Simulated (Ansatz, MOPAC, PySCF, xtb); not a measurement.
Dimer: HF (SMILES F) (first 2 atoms) with CH2F2 (SMILES FCF); geometry from B3LYP-D3(BJ)/def2-TZVP, rigid monomers moved along the line of their centres of mass till H2···F3 is 1.66 Å.
(charge 0, multiplicity 1):
```xyz
7

F     -0.12660     0.09559    -0.06366
H      0.19282     0.62387     0.63389
F      0.74227     0.87811     2.17683
C      0.37521    -0.20107     2.96105
F     -0.72737     0.14944     3.66108
H      1.19534    -0.39964     3.65003
H      0.13710    -1.03168     2.29738
```

Counterpoise-corrected where a basis set is named; no monomer relaxation. Rows marked so take none.

Cores are frozen in the correlated methods. CBS: X⁻³ extrapolation of the correlation energy, Hartree–Fock from the larger set. Rows in 6-31G* carry no dispersion term and start afresh at each structure (6-31G* with six Cartesian d functions). MP2/6-31G* freezes PySCF's default core. The state reached by AM1, PM3 isn't checked.

Codes used: Ansatz (Gaussian basis) for Hartree–Fock, density functionals and correlated methods; MOPAC for AM1, PM3 (differences of heats of formation); PySCF for 6-31G* rows; xtb for the GFN methods. 

```
level                                                     interaction energy (kJ/mol)
--------------------------------------------------------  ---------------------------
GFN-FF                                                                          -10.2
AM1                                                                              10.2
PM3                                                                             -12.4
HF/aug-cc-pVDZ                                                                   -7.6
B3LYP/6-31G* (no counterpoise)                                                  -30.2
M06-2X/6-31G* (no counterpoise)                                                 -30.2
MP2/6-31G* (no counterpoise)                                                    -27.2
SCS-MP2/aug-cc-pVDZ                                                        (withheld)
MP2/CBS(aug-cc-pVDZ, aug-cc-pVTZ) + ΔCCSD(T)/aug-cc-pVDZ                   (withheld)
```

### Question
Fill in the missing entries.

### Answer

- SCS-MP2/aug-cc-pVDZ, interaction energy (kJ/mol): -8.2
- MP2/CBS(aug-cc-pVDZ, aug-cc-pVTZ) + ΔCCSD(T)/aug-cc-pVDZ, interaction energy (kJ/mol): -14.4

Ansatz is a quantum-chemistry and plane-wave program.
